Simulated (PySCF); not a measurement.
MAl for M along the chalcogens

PBE with triple-zeta basis sets in PySCF, for the lowest determinant that a PBE0 search found; no spin–orbit coupling. De refers to high-spin ground-configuration atoms. A positive dipole means M(−)Al(+).

| M | basis | state (unpaired electrons) | Re (Å) | ωe (cm⁻¹) | De (eV) | μ (D) |
| --- | --- | --- | --- | --- | --- | --- |
| O | def2-TZVPP | doublet (σ ↑) | 1.633 | 957 | 5.70 | 4.00 |
| S | x2c-TZVPPall | doublet (σ ↑) | 2.049 | 599 | 4.43 | 3.43 |
| Se | def2-TZVPP | doublet (σ ↑) | 2.179 | 466 | 4.00 | 3.22 |

The shortest bond is that of AlO (1.633 Å), the longest that of AlSe (2.179 Å). AlO is bound most strongly (5.70 eV) and AlSe least (4.00 eV).

The rows differ in basis set, which adds steps of its own.

Down a group the atoms grow and get heavier, so bonds lengthen and wavenumbers fall; this series shows no clear exception.

Spin–orbit coupling is left out. States were picked by a PBE0 search and need not be the measured ground states.
